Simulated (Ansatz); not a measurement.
The same path of BClF2 + FH (6 atoms, charge 0, multiplicity 1) was run twice with different band settings. Lost on the way: B1–Cl2, F5–H6. Made: B1–F5, Cl2–H6.

Level of theory: Ansatz, RKS BLYP-D4/def2-SVP.

Relaxed end points:

```xyz
6
Properties=species:S:1:pos:R:3
B -0.001 0.210 0.107
Cl -0.009 0.571 1.869
F 1.147 0.227 -0.550
F -1.151 0.157 -0.546
F 0.070 -2.077 0.581
H 0.065 -1.819 1.489
```

```xyz
6
Properties=species:S:1:pos:R:3
B 0.016 -0.380 -0.468
Cl 0.000 0.061 2.560
F 1.148 0.268 -0.703
F -1.152 0.206 -0.689
F 0.053 -1.661 -0.098
H 0.054 -1.223 2.349
```

Common settings: movable images 7; climbing image yes; spring 5.0 eV/Å²; optimiser quadratic models (default); force threshold 0.05 eV/Å; iteration limit 60; end points relaxed.

| run | start path |
| --- | --- |
| 1 | through a guess of the saddle point |
| 2 | straight line |

(1) What does each run give, and how far can it be trusted?

## Answers

(1) Run 1: converged after 12 iterations, highest image 0.359 eV above the first end. A vibrational analysis at the climbing image gives one clearly imaginary mode, 733i cm⁻¹: a first-order saddle point.
Run 2: converged after 12 iterations, highest image 0.359 eV above the first end. Another band between the same ends (7 images) ends at a top of the same energy, where a vibrational analysis finds 1 clearly imaginary mode.
The orbitals stay closed-shell, which can raise the energy where a bond breaks towards radicals; this wasn't checked here.
